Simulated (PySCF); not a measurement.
**How methods differ on the ionisation energy of Sc⁺**

Sc⁺ [Ar] 3d1 4s1 (3D) → Sc²⁺ [Ar] 3d1 (2D), as a difference of total energies. Calculation: PySCF 2.14, in 6-31G*; the non-relativistic Hamiltonian (point nucleus). Correlated levels: valence: [Ar] frozen. The calculations carry no spin-orbit coupling.

```csv
method,ionisation energy (eV),difference from reference (eV)
UHF,12.159,-0.641
BP86,12.986,+0.186
MN15,12.424,-0.376
MP2 (valence),12.197,-0.603
SCS-MP2 (valence),12.172,-0.628
```

Reference: 12.800 eV (measured; NIST Atomic Spectra Database, ionization energies).

These non-relativistic numbers lack the scalar-relativistic shift.

The reference lies between the lowest fine-structure levels, while these numbers refer to the centres of the terms.

Errors of the correlated levels include the incompleteness of this basis and the frozen core.
